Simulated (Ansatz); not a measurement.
Ansatz (an electronic-structure program) input:

Ansatz 0.2 input:
```yaml
crystal:
  periodic: [false, false, false]
  atoms:
    - {symbol: Cr, position_ang: [-0.00000000, -0.00000000, -1.40493801]}
    - {symbol: Br, position_ang: [0.00000000, 0.00000000, 0.96338606]}
basis:
  gaussian:
    orbitals: def2-TZVPP
magnetization: {spin_polarized: true, initial_magnetization: 5}
correlation: {method: ccsd_t, electrons: outside_noble_gas}
```

Question: Which total energy does the run end on?

Answer: -3616.11270 Eh (CCSD(T)/def2-TZVPP). The basis has 112 functions.

The spin state was set by rule; other spins were not relaxed.
